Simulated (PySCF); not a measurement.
ClGa, charge +1, doublet, at a GFN2-xTB geometry (such geometries of metal compounds can be far from the true shape) (a state made from the parent by changing its charge; the spin is typed, not shown lowest). Base run: PBE0/def2-TZVP in PySCF.

Geometry (Å):
```xyz
2

Ga     0.0000     0.0000    -0.7708
Cl     0.0000     0.0000     1.4056
```
Charge +1, spin multiplicity 2.
Orbitals are unrestricted.
All else is at PySCF's defaults.

The base run was repeated with changes; each row names its change, and settings that it needs were set with it.

| change | basis functions | E (Eh) | HOMO (eV) |
|---|---|---|---|
| base | 85 | -2384.36906 | -15.37 |
| basis = x2c-TZVPall; relativity = spin-free X2C; nucleus = Gaussian (with mol.nucmod = 'G') | 85 | -2404.79532 | -15.49 |
| basis = x2c-SVPall; relativity = spin-free X2C; nucleus = Gaussian (with mol.nucmod = 'G') | 50 | -2404.28071 | -15.56 |
| basis = jorge-DZP-DKH; relativity = spin-free X2C; nucleus = Gaussian (with mol.nucmod = 'G') | 67 | -2404.67586 | -15.49 |
| basis = x2c-SVPall; relativity = none | 50 | -2376.72140 | -15.35 |
| basis = jorge-DZP-DKH; relativity = none | 67 | -2379.68224 | -15.36 |
| basis = x2c-SVPall; relativity = spin-free X2C | 50 | -2404.28974 | -15.56 |
| basis = x2c-TZVPall; relativity = spin-free X2C | 85 | -2404.80512 | -15.49 |
| basis = jorge-DZP-DKH; relativity = spin-free X2C | 67 | -2404.68621 | -15.49 |
| basis = x2c-TZVPall; relativity = none | 85 | -2376.19272 | -15.32 |

Total energies compare only within one method and basis.

Open shells are given as the SCF converged; they aren't shown to be the lowest states, and a large step between rows can be another state.

Basis sets contracted for a relativistic Hamiltonian are a mismatch without it, so the rows without relativity aren't non-relativistic limits. No row has spin-orbit coupling; sets with core potentials leave out the core electrons.
